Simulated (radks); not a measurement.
Question: These are the eigenvalues of the occupied orbitals of an atom or ion with whole-number occupations (eV). Calculated with a radial shooting solver on a logarithmic mesh with Libxc functionals: Dirac Kohn-Sham, LDA (Slater exchange, Perdew-Wang correlation), spin-unpolarised, spherical densities, finite nucleus; Fermi nuclear charge, rms radius of each element as measured or else 0.836 A^(1/3) + 0.57 fm.

| orbital | eigenvalue |
|---|---|
| 1s1/2 | -3994.100 |
| 2s1/2 | -467.4037 |
| 2p1/2 | -391.6361 |
| 2p3/2 | -387.9395 |
| 3s1/2 | -94.0230 |
| 3p1/2 | -74.4638 |
| 3p3/2 | -73.9937 |
| 6f5/2 | -5.7607 |

Which element is it, and in what charge state? The configuration may be excited. Open shells, if any, fill j = l - 1/2 first.

Answer: Z = 20, calcium, charge +3: Ca3+ in [Ne] 3s2 3p4 6f1. The list shows which subshells hold electrons but not how many an open one holds; the 1s level, -146.78 hartree, gives Z - s = 17.1 by -(Z - s)^2/2, which with screening and relativity narrows Z to a few neighbours, and the depths of the outer levels then fix element, charge and occupations together.
